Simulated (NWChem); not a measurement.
Species: BeHSCl; SMILES [SH][Be][Cl]

```xyz
4

Be     0.0259    -0.0402     0.0000
Cl     0.0153    -1.8551     0.0000
S      0.0582     1.8601     0.0000
H     -1.2939     1.9353     0.0000
```
Atoms are numbered in this order, from 1.

Coordinates come from a PBE0/def2-SVP optimisation.

Symmetry labels are those of Cs in the frame above (b1 and b2, or b-type labels, depend on it).

Q: List the 4 lowest vertical singlet excitations from PBE0/def2-SVPD, TDA (NWChem).

A: 
```tsv
state	energy (eV)	oscillator strength	symmetry	leading excitation (squared amplitude)
S1	5.59	0.000	a"	HOMO → LUMO (0.98)
S2	6.13	0.053	a"	HOMO → LUMO+1 (0.97)
S3	6.82	0.108	a'	HOMO → LUMO+2 (0.81)
S4	7.12	0.000	a"	HOMO → LUMO+3 (0.75)
```
